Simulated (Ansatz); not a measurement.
Coupled-cluster diagnostics for Hf₂Te₃, Ansatz.

Geometry of the singlet (PBE0-D4/def2-SVP):

| atom | x (Å) | y (Å) | z (Å) |
| --- | --- | --- | --- |
| Hf1 | 0.597 | 0.696 | 0.348 |
| Hf2 | -1.507 | 0.217 | -1.663 |
| Te3 | 2.089 | -0.176 | 2.259 |
| Te4 | -2.103 | 0.204 | 0.976 |
| Te5 | 0.924 | -0.941 | -1.920 |

In the def2 sets Hf, Te take a core potential; there is no spin–orbit coupling. Correlated methods freeze 12 core orbitals; core or outer-core shells of Hf, Te are correlated, in sets that lack core-valence functions. Another isomer (singlet) lies 1.95 eV lower at PBE0-D4/def2-TZVP; other spin states weren't run for this one.

Q: Estimate the CCSD(T) correlation energy, the shares of MP2 and (T), T1 and the reference's ⟨S²⟩ for: charge 0, singlet, own geometry in def2-SVP; and the rough time on 4 threads of Intel Xeon Platinum 8488C on a shared host.

A: 
| state | basis | correlation (eV) | MP2 share (%) | (T) share (%) | T1 | ⟨S²⟩ (pure) | wall time | remarks |
| --- | --- | --- | --- | --- | --- | --- | --- | --- |
| charge 0, singlet, own geometry | def2-SVP | -23.005 | 96.3 | 6.2 | 0.026 | 0.00 (0.00) | 78 s | restricted SCF unstable |
Customary marks for T1 are 0.02 (closed shells), 0.045 (open shells) and about 0.05 (3d metals). T1 exceeds 0.02 in 1 of 1 rows and 0.045 in 0; the higher it lies, the less the single-reference result can be trusted.
